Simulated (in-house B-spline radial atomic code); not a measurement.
A run on Lu- that did not converge. Method: scalar-relativistic (X2C) TPSSh, spin-polarised, spherical fractional occupations, exact exchange averaged over the configuration, Fermi nucleus of rms radius 5.37 fm; computed with a B-spline radial code for spherical atoms.

Command:
```bash
python run_scf.py task.json out
```
Settings (nuclear radius in fm, mass in u):
```
Z                71
configuration    [Xe] 4f14 5d2 6s2
hamiltonian      x2c
method           tpssh
spin_polarised   True
nucleus          fermi
rms_radius       5.37
atomic_mass      174.94078
speed_of_light   137.035999084
exact_exchange   averaged over the configuration
```

First and last ten iterations of the last attempt (damped for 15 steps, keeping 80 % of the old Fock matrix, then DIIS):
```
 iter        energy (Eh)    residual
    1      -14562.379065    1.18e-01
    2      -14562.534496    8.00e-02
    3      -14562.805217    5.51e-02
    4      -14562.918260    3.68e-02
    5      -14562.981019    2.77e-02
    6      -14563.018712    1.95e-02
    7      -14563.041416    1.28e-02
    8      -14563.057624    7.60e-03
    9      -14562.862736    2.59e-02
   10      -14563.010991    1.86e-02
  111      -13889.997218    2.11e+00
  112      -13889.943695    2.11e+00
  113      -12420.138515    3.58e+00
  114      -12420.116762    3.58e+00
  115      -14539.177994    8.66e-01
  116      -14555.357929    3.96e-01
  117      -14562.740074    6.00e-02
  118      -14418.447399    1.07e+00
  119      -14418.215091    1.07e+00
  120      -14417.928850    1.08e+00
 not converged after 120 iterations
```

The smallest residual met was 7.6e-03; the threshold is about 7e-07. No energy from this run should be used. Cost of the run: 9.2 s on 1 thread of AMD EPYC 7R43 64-Core Processor (shared host).
